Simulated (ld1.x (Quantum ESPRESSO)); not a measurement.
# u(r) = r·R(r): atom against pseudo-atom (lanthanum)

Columns: radius, all-electron u(r) and pseudo u(r) of the 6s shell (level -3.99 eV) of lanthanum in the configuration [Kr] 4d10 4f0 5s2 5p6 5d1 6s1.5 6p0.5; PBE, scalar-relativistic, PAW scheme, ld1.x (Quantum ESPRESSO) 7.5.

```csv
r (bohr),all-electron,pseudo
0.208,0.1123,0.2069
0.415,-0.1207,0.3781
0.622,-0.1188,0.4879
0.830,0.0762,0.5238
1.038,0.2238,0.4880
1.245,0.2629,0.3965
1.453,0.2147,0.2702
1.660,0.1158,0.1320
1.868,-0.0044,-0.0033
2.075,-0.1242,-0.1257
2.282,-0.2327,-0.2331
2.490,-0.3251,-0.3251
2.698,-0.3993,-0.3993
2.905,-0.4559,-0.4559
3.113,-0.4972,-0.4972
3.320,-0.5247,-0.5247
3.528,-0.5409,-0.5409
3.735,-0.5475,-0.5475
3.943,-0.5460,-0.5460
4.150,-0.5378,-0.5378
4.358,-0.5244,-0.5244
4.565,-0.5068,-0.5068
4.773,-0.4859,-0.4859
4.980,-0.4629,-0.4629
5.188,-0.4383,-0.4383
5.395,-0.4129,-0.4129
```

**Question.** How many radial nodes do the two functions have?

**Answer.** The all-electron 6s function has n − l − 1 = 5 (the table is too coarse to show those close to the nucleus); the pseudo-wave has 1, since 1 lower shell of the same l stays in the valence.

**Question.** At about which radius was the pseudo-wave matched?

**Answer.** 2.50 bohr. The columns agree to 0.0005 from 2.28 bohr on; several derivatives are matched, so the curves merge somewhat inside the radius.

**Question.** Is the pseudo-wave norm-conserving?

**Answer.** No, it belongs to a PAW set: the norm inside the radius is not constrained, and the difference is carried by the augmentation charge.
